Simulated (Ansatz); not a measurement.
Ansatz (a program for electronic structure) input for CH3ClFNSi2, SMILES F[Si@]1(Cl)N=C[SiH2]1, CAM-B3LYP/def2-SVPD. Coordinates come from a PBE-D3(BJ)/def2-SVP optimisation. The structure was generated by enumeration; whether it is a known compound was not checked.

Ansatz 0.2 input:
```yaml
crystal:
  periodic: [false, false, false]
  atoms:
    - {symbol: F, position_ang: [1.33359093, 0.49177693, 1.50884389]}
    - {symbol: Si, position_ang: [0.40638094, 0.10749956, 0.22091972]}
    - {symbol: Cl, position_ang: [1.68312079, -0.50315292, -1.28392613]}
    - {symbol: N, position_ang: [-0.62932623, 1.49341862, -0.29519332]}
    - {symbol: C, position_ang: [-1.80797239, 0.95931058, -0.16621545]}
    - {symbol: Si, position_ang: [-1.70395117, -0.86573457, 0.51071886]}
    - {symbol: H, position_ang: [-2.71437031, 1.55570212, -0.42895763]}
    - {symbol: H, position_ang: [-2.21208899, -1.95659592, -0.39583087]}
    - {symbol: H, position_ang: [-2.26981151, -1.06600251, 1.89264372]}
basis:
  gaussian:
    orbitals: def2-SVPD
hamiltonian:
  xc: {name: CAM-B3LYP}
```

Program output:

```
WARN ansatz: RAYON_NUM_THREADS=1 ignored (pool sized by the plan → 1); use --threads N
Functional definition: CAM-B3LYP
integrals: 0.14 GiB planned
1471 factors; their error is unknown
integrals: 0.17 GiB planned
590 factors; integrals over basis functions are off by at most 2.4e-5 eV
mean field: 1.25 GiB planned
mean field evaluation 1: about -33553.7398 eV, gradient 5.0e1 eV
mean field evaluation 2: about -33549.1744 eV, gradient 7.0e1 eV
mean field evaluation 4: about -33558.8149 eV, gradient 3.8e0 eV
mean field evaluation 8: about -33558.8486 eV, gradient 7.7e-2 eV
mean field evaluation 16: about -33559.0012 eV, gradient 6.9e-5 eV
mean field -33559.00120334 eV, -1233.2705471148 hartree, gradient 6.9e-5 eV, S^2 0.000000; 0 other end points of the search recorded, 0 dependent functions left out
reference -33559.00135087 eV, -1233.2705525364 hartree; 35, 35 occupied and 127, 127 virtual orbitals, 1471 factors
Total energy: -33559.00135087 eV, -1233.2705525364 hartree
```

The run converged.
